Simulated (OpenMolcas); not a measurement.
A calculation on Os2+.

```
Program             : OpenMolcas 26.06
Method              : RASSCF
Basis               : ANO-RCC-VQZP [9s8p6d4f3g2h]
Scalar Hamiltonian  : DKH2, point nucleus
Active space        : 12 electrons in 8 orbitals (RAS1 5p, at most 2 holes; RAS2 5d)
State averaging     : 2S+1 = 5 even, 5 roots; 2S+1 = 3 even, 45 roots; 2S+1 = 1 even, 49 roots
Spin-orbit coupling : state interaction with AMFI integrals over the reference wave functions, term energies averaged over their components
```

**Question.** Which level of the active space comes out lowest?

**Answer.** 5d6 5D4, with 88 % of that term.

**Question.** How high does 5d6 5D0 lie?

**Answer.** 7586 cm-1 above the lowest level.

**Question.** How high does 5d6 3H6 lie?

**Answer.** 19464 cm-1 above the lowest level.

**Question.** How high does 5d6 5D2 [75 %] lie?

**Answer.** 5032 cm-1 above the lowest level.

**Question.** The level at 15768 cm-1 has J = 4. What is it made of, and what is its g factor?

**Answer.** 25 % 5d6 3F4(1), 24 % 5d6 3H, 22 % 5d6 3G; g = 1.062, against 1.251 from Landé's formula for the pure leading term.

Without dynamic correlation excited terms often stand tens of per cent too high (terms of higher spin than the ground term too low), and those without a measured partner can miss by more than the paired ones. Active for correlation alone: 5p; no level in the range computed is led by a configuration that opens it, so any true level of that kind is missing. Levels of configurations outside the active space are missing.

A share in square brackets marks a mixed level and gives the weight of the term that names it. A number in round brackets counts repeated terms of one configuration in the order of the reference energies.
